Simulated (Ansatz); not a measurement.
Consider the cleavage of the Al–Si bond: `C=CN[SiH2][AlH2]` + `[SiH3]S` → `[AlH2][S][SiH3]` + `C=CN[SiH3]`.

Isolated molecules relaxed with PBE0-D4/def2-TZVP in Ansatz; ΔE leaves out vibrations. CBS: MP2 limit from def2 TZ/QZ plus the TZ coupled-cluster correction, frozen cores. This one scheme is used for every species. DFT in def2-TZVPP. B3LYP here is the variant with VWN-RPA as its local correlation; programs differ in this. Each species was taken in one conformer, which may not be the lowest.

Is it downhill or uphill in electronic energy at CCSD(T)/CBS, and by how much? (An estimate is asked.)

Ansatz gave: Downhill: ΔE = -79.6 kJ/mol.

What do these levels give: PBE-D4, B3LYP-D4, ωB97X-V, B2PLYP, PBE, r2SCAN, PBE0, CCSD/def2-TZVPP, HF/def2-QZVPP, SCS-MP2/def2-QZVPP, HF/CBS(def2), CCSD/CBS(def2)? (Estimate.)

Ansatz gave: PBE-D4 -51.1, B3LYP-D4 -78.1, ωB97X-V -71.7, B2PLYP -84.6, PBE -55.5, r2SCAN -66.3, PBE0 -62.4, CCSD/def2-TZVPP -82.1, HF/def2-QZVPP -116.8, SCS-MP2/def2-QZVPP -93.3, HF/CBS(def2) -117.0, CCSD/CBS(def2) -86.4 kJ/mol.

Largest T1 diagnostic among the species: 0.016.

In def2-TZVPP, CCSD(T) changes the Hartree–Fock value by +40.4 kJ/mol (the triples alone add +6.9 kJ/mol) and MP2 by +32.0 kJ/mol. The D4 term adds +7.2 kJ/mol with B3LYP and +3.7 kJ/mol with PBE0; it sums over pairs of atoms, weighted by their polarisabilities, and B3LYP, whose exchange is more repulsive, gets the larger term.
